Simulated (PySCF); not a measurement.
Compound: pivaloyl chloride, C₅H₉ClO.
SMILES: `CC(C)(C)C(=O)Cl`

Torsions of this conformer, `[CH3:1][C:2]([CH3:3])([CH3:4])[C:5](=[O:6])[Cl:7]`: C1–C2–C5–O6 2°.

The closed-shell ground state was solved at several levels (PySCF, density fitting, gas phase, non-relativistic). Isolated species at its PBE0-D3(BJ)/def2-SVP geometry, gas phase.

| level | basis functions | total energy (Eh) | HOMO (eV) | LUMO (eV) | gap (eV) | dipole (D) |
| --- | --- | --- | --- | --- | --- | --- |
| LC-wPBE/pcSseg-1 | 171 | -731.0522 | -11.05 | 1.50 | 12.55 | 3.11 |
| BLYP/pcSseg-1 | 171 | -731.2248 | -6.73 | -1.89 | 4.84 | 2.88 |
| PBE0/pcSseg-1 | 171 | -730.8716 | -8.38 | -0.94 | 7.44 | 3.09 |
| OPBE/pcSseg-1 | 171 | -731.1980 | -6.83 | -1.93 | 4.90 | 2.98 |
| B97-2/pcSseg-1 | 171 | -731.2795 | -8.11 | -1.02 | 7.09 | 3.09 |

Question: Estimate the row for HF/pcSseg-1, a basis of 171 functions; the other rows only guide the guess.

Answer: Total energy -728.8791 Eh, HOMO -11.97 eV, LUMO 3.47 eV, gap 15.44 eV, dipole 3.42 D.

Question: Over all these levels, which gives the widest orbital gap and which the narrowest?

Answer: HF/pcSseg-1 (Hartree–Fock, all exact exchange) has the widest, 15.44 eV, and BLYP/pcSseg-1 (GGA) the narrowest, 4.84 eV. From the narrowest to the widest the HOMO moves by -5.24 eV and the LUMO by +5.36 eV.

Question: In the pcSseg-1 basis, how does the gap go with the fixed share of exact exchange?

Answer: BLYP (0 %) 4.84 eV; OPBE (0 %) 4.90 eV; B97-2 (21 %) 7.09 eV; PBE0 (25 %) 7.44 eV; HF (100 %) 15.44 eV. Each rise in the share widens the gap here.

Question: How far do the dipole and the HOMO energy spread over the levels?

Answer: The dipole runs from 2.88 to 3.42 D (mean 3.10 D) and the HOMO from -11.97 to -6.73 eV.
